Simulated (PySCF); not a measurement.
CdGeH5N, SMILES [NH2][Cd][GeH3].

Geometry optimised at B3LYP-D3(BJ)/def2-SVP. The structure was generated by enumeration; whether it is a known compound was not checked. The def2 effective core potentials stand for the cores of Cd; spin–orbit coupling is left out. Other conformers were not sampled.

Method: B3LYP-D3(BJ)/def2-SVP (PySCF).

Frequencies are harmonic and unscaled.

A small imaginary wavenumber (i) marks a very flat motion, where grid noise or a shallow saddle decides the sign.

Computed normal modes with their intensities:
```tsv
mode	ν (cm⁻¹)	IR (km/mol)	Raman (Å⁴/amu)	depolarisation	moving atoms (share of kinetic energy)
1	19i	18.2	0.4	0.75	H 90 %, N 8 %
2	89	2.8	0.6	0.60	N 49 %, Cd 28 %, H 16 %
3	96	0.3	0.3	0.75	N 40 %, H 28 %, Cd 26 %
4	209	0.5	21.7	0.20	Ge 60 %, Cd 30 %
5	409	6.2	0.3	0.74	H 94 %
6	418	17.0	9.0	0.20	H 84 %, N 10 %
7	424	123.6	12.1	0.16	H 77 %, N 20 %
8	571	63.5	28.2	0.30	N 62 %, H 25 %, Cd 13 %
9	700	12.0	4.1	0.75	H 90 %, N 9 %
10	796	278.4	8.6	0.71	H 97 %
11	890	35.4	28.3	0.75	H 99 %
12	893	39.4	28.3	0.75	H 99 %
13	1526	5.7	3.7	0.74	H 91 %, N 9 %
14	2094	106.0	328.2	0.00	H 100 %
15	2101	128.0	178.6	0.74	H 98 %
16	2102	127.3	166.5	0.74	H 98 %
17	3495	2.0	321.8	0.13	H 96 %
18	3586	3.5	141.6	0.75	H 92 %, N 8 %
```
